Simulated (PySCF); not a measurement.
Mg(I)(OSiH3) (H3IMgOSi), SMILES [O]([SiH3])[Mg][I]. Heavy atoms are numbered as in [Mg:1]([I:2])[O:3][SiH3:4]. Hydrogens are named by the atom that carries them.

Coordinates come from a B3LYP-D3(BJ)/def2-SVP optimisation. The structure was generated by enumeration; whether it is a known compound was not checked. The def2 effective core potentials stand for the cores of I; spin–orbit coupling is left out. One conformer was computed; it need not be the lowest.

Level of theory: PySCF with HF/def2-TZVP.

ESP charges are fitted to the potential on shells at 1.4 to 2.0 van der Waals radii. Atomic charges (e), one atom of each kind:

| atom | Mulliken | ESP fit | Löwdin |
|---|---|---|---|
| Mg1 | 1.09 | 0.81 | 0.27 |
| I2 | -0.45 | -0.38 | 0.08 |
| O3 | -0.86 | -0.43 | -0.33 |
| Si4 (SiH3) | 0.48 | 0.29 | 0.19 |
| H on Si4 | -0.09 | -0.09 | -0.07 |
